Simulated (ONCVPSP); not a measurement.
## Hf: one change to an ONCV potential, before and after

hafnium (Hf), optimised norm-conserving Vanderbilt (ONCV), made with ONCVPSP 4.0.1 (PBE, scalar-relativistic). Core [Kr] 4d10 4f14 5s2, reference 5p6 5d2 6s2. Waves: 6s: rc 2.95 bohr, ncon 4, nbas 8, qcut 2.2 1/bohr, 2 projectors, debl 2.6 Ha; 5p: rc 1.45 bohr, ncon 3, nbas 7, qcut 5.7 1/bohr, 1 projector; 5d: rc 2.25 bohr, ncon 4, nbas 8, qcut 4 1/bohr, 1 projector. Local part: polynomial inside 1.40 bohr (lpopt 5, dvloc0 -1 Ha). Core correction: Teter function, parameters optimised by the program.

Change: s: qcut 1.8.

Cutoffs: the cutoffs (Ha) at which the residual kinetic energy of the hardest occupied pseudo-wave falls to 1 and 0.1 mHa per electron; they do not see the model core or the augmentation charge, which bear on the density cutoff. Errors are all-electron minus pseudo energies relative to the spin-unpolarised reference configuration.

Q: How do hardness, ghosts and transferability respond?

A: The potential gets neither clearly harder nor softer (21 Ha and 81 Ha → 21 Ha and 81 Ha); both files keep a bound ghost (s); of the 3 tests that both files solve, the error grows in 0 and shrinks in 2 by more than 15 % and 0.3 meV (median size 22.9 → 17.9 meV).

| quantity | base | changed |
| --- | --- | --- |
| cutoff, loose | 21 Ha | 21 Ha |
| cutoff, tight | 81 Ha | 81 Ha |
| loose cutoff by channel | s 2.8 Ha, p 21 Ha, d 18 Ha | s 7.7 Ha, p 21 Ha, d 18 Ha |
| bound ghosts | s | s |
| GHOST(+) flags under 300 eV | s at 89.7 eV | s at 91.1 eV |
| tests with a reliable result | 3 of 4 | 3 of 4 |
| error for 5p6 5d2 6s1, meV [ΔE 7.98 eV] | -6.0 | -4.5 |
| error for 5p6 5d2 6s0, meV [ΔE 22.16 eV] | -23 | -18 |
| error for 5p6 5d2 6s0 6p1, meV [ΔE 12.66 eV] | +44 | +47 |
| s: phases at 3.00 bohr within 0.05 rad from the reference energy up to (Ha; the scan ends near 5) | n/a | 3.2 |
| p: phases at 1.47 bohr within 0.05 rad from the reference energy up to (Ha; the scan ends near 5) | 1.5 | 1.5 |
| d: phases at 2.29 bohr within 0.05 rad from the reference energy up to (Ha; the scan ends near 5) | 1.6 | 1.6 |
| rms error of d²Exc/dni dnj with the model core, mHa | 0.37 | 0.37 |

 A true bound ghost makes a file unfit for plane-wave use even where its test errors are small: the radial tests pick states by their node count and pass the ghost by.
